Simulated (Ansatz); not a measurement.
`[OH][Ga]([SH])[Cl]` at its PBE0-D4/def2-TZVP geometry, where that method's forces vanish. The species carries charge 0 and has multiplicity 1.

```xyz
6

O    -0.2126   -0.7973   -1.6993
Ga    0.2455    0.0597   -0.2188
S    -0.9731    0.0528    1.5954
Cl    2.0848    1.1220   -0.2947
H    -1.0465   -1.2688   -1.6368
H    -0.0981    0.8315    2.2542
```

Task: What forces (eV/Å) does PBE-D4/def2-TZVPP give on these atoms in Ansatz 0.2.0? (Estimate.)

Result: The calculation gave: 
```
O1   0.313 -0.013 -0.505
Ga2  0.005  0.103  0.254
S3  -0.322 -0.150  0.105
Cl4  0.254  0.140 -0.027
H5  -0.419 -0.228  0.053
H6   0.169  0.147  0.119
```
